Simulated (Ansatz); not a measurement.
Species: SbI2, charge -1, multiplicity 1. 
Structure (B3LYP-D3(BJ)/def2-TZVP (Ansatz, an electronic-structure program) minimum search):
```xyz
3

Sb     0.0306     0.0027     1.2342
I      1.0177    -1.9333    -0.6152
I     -1.0471     1.9307    -0.5724
```
Charge -1, spin multiplicity 1.

Basis-set convergence of Hartree-Fock and MP2 correlation energies (hartree) with Ansatz. Valence correlation only, unless marked. Spin-orbit coupling is left out. The frozen core is the preceding noble-gas configuration, with the filled d and f shells of earlier blocks. Past Kr the def2 sets carry scalar-relativistic core potentials. This anion needs diffuse functions, which these sets lack.

The Hartree-Fock reference is unstable (checked in the largest basis), which strains HF and MP2. 

```
basis       functions       E(HF)  E(corr, MP2)
----------  ---------  ----------  ------------
def2-SVP           78  -832.69264      -0.27434
def2-TZVPP        150  (withheld)    (withheld)
```

### Question
Complete the blanks.

### Answer

- def2-TZVPP, E(HF): -832.72240
- def2-TZVPP, E(corr, MP2): -0.38538
